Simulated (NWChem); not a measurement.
System: tin monoxide (SnO, singlet); SMILES [Sn]=[O]

Here is an NWChem input.

```
start job
memory heap 200 mb stack 900 mb global 1100 mb
geometry units angstroms noautosym nocenter noautoz
  Sn     0.000000     0.000000     0.266182
  O      0.000000     0.000000    -1.572318
end
basis spherical
  Sn library def2-svp
  O library def2-svp
end
ecp
  Sn library def2-ecp
end
dft
  xc xpbe96 cpbe96
  iterations 150
  vectors input atomic output neutral.movecs
end
task dft energy
charge 1
dft
  odft
  mult 2
  vectors input atomic output cation.movecs
end
task dft energy
```

Low-valent species are run as closed-shell singlets; no triplet was tried in these runs. The geometry was optimised at PBE0/def2-SVP. def2 effective core potentials on Sn; no spin-orbit coupling.

Ions are spin-unrestricted doublets at the neutral geometry; other ion states weren't tried.

Q: What results follow from this input? (PBE/def2-SVP with def2 effective core potentials on Sn, vertical spin-unrestricted ions.) Quantities: vertical ionisation energy, ΔSCF (eV); −ε(HOMO) (eV).

A: The vertical ionisation energy, ΔSCF (eV) is 9.89. The −ε(HOMO) (eV) is 6.31.
